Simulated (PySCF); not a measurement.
CH9FGe3: core ionisation energies

Compound: CH9FGe3.
Geometry (PBE0-D3(BJ)/def2-SVP, Å), atoms numbered from 1 in this order:
```
atom  x, y, z in Å
F1    -1.177    1.581    0.699
C2    -1.476    0.422    1.386
Ge3   -1.315   -1.118    0.155
Ge4    0.911   -1.063   -0.805
Ge5    1.748    1.212   -0.816
H6    -2.498    0.503    1.794
H7    -0.776    0.316    2.232
H8    -1.581   -2.412    0.954
H9    -2.388   -0.980   -0.942
H10    1.854   -1.963    0.020
H11    0.880   -1.616   -2.244
H12    3.173    1.241   -1.405
H13    0.841    2.108   -1.675
H14    1.804    1.760    0.620
```

The calculation used delta-SCF UKS SCAN, pcX-2 on the ionised atom, pcseg-1 elsewhere, spin-free X2C (PySCF 2.14.0). Each binding energy is the total energy of the core-ionised species, with the hole localised on one atom, minus that of the ground state; both are solved self-consistently, so orbital relaxation is included.

Q: List the computed XPS lines with their assignment.

A: 
```
atom(s)     environment  level  binding energy (eV)  count
     C2  sp3 C–F carbon   C 1s               292.53      1
     F1  alkyl fluorine   F 1s               692.36      1
```

Q: Give the binding energy of C 1s of C2 in hartree and in kJ/mol.

A: 292.53 eV = 10.7503 Eh = 28225 kJ/mol.

Q: Which photon energy gives electrons from C 1s of C2 a kinetic energy of 20 eV, and what is their de Broglie wavelength?

A: hν = 292.53 + 20 = 312.53 eV, recoil neglected; λ = 12.264 Å/√(E/eV) = 2.74 Å.

No level of germanium is listed. The structure is a single PBE0-D3(BJ)/def2-SVP conformer in the gas phase; no vibrational or solvent corrections.
